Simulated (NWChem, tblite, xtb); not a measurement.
**C2H2F2OTi (SMILES C#[C][Ti]([OH])([F])[F]): the dipole moment, rung by rung**

C2H2F2OTi has 8 atoms, charge 0, and is taken as a singlet. As SMILES, `C#[C][Ti]([OH])([F])[F]`. The coordinates come from a PBE0-D4/def2-TZVP relaxation. This is one conformer, not always the lowest.

```xyz
8

C     1.3908   -1.3528   -1.3710
C     0.7817   -0.5556   -0.6882
Ti   -0.2001    0.7954    0.4509
O    -1.8503    0.2112    0.6484
F    -0.2011    2.3442   -0.3603
F     0.6136    0.8827    1.9944
H     1.9286   -2.0512   -1.9724
H    -2.3709   -0.3311    1.2425
```

Quantity: the dipole moment, in D. The values are calculated.

| level | kind | program | value (D) | CPU time |
| --- | --- | --- | --- | --- |
| GFN2-xTB | semi-empirical | xtb | 2.58 | under 2 s |
| GFN0-xTB | semi-empirical | xtb | 2.23 | under 2 s |
| GFN1-xTB | semi-empirical | xtb | 2.98 | under 2 s |
| IPEA1-xTB | semi-empirical | tblite | 3.49 | under 2 s |
| HF/STO-3G | Hartree–Fock | NWChem | 1.76 | 8 s |
| HF/3-21G | Hartree–Fock | NWChem | 2.77 | 11 s |
| HF/def2-SVP | Hartree–Fock | NWChem | 2.69 | 28 s |
| HF/6-31G** (spherical functions) | Hartree–Fock | NWChem | 2.53 | 79 s |
| B3LYP/6-31G* (spherical functions) | global hybrid | NWChem | 2.35 | 2 min |
| B3LYP/def2-SVP | global hybrid | NWChem | 2.42 | 49 s |

The values span 1.76 to 3.49 D. Magnitudes only. Sets without polarisation functions give poor dipoles. Without the sets that lack polarisation functions the rows with a basis span only 2.35 to 2.69 D. Times are those of the runs behind each value, whatever else they computed, on shared processors of several kinds: orders of magnitude only.
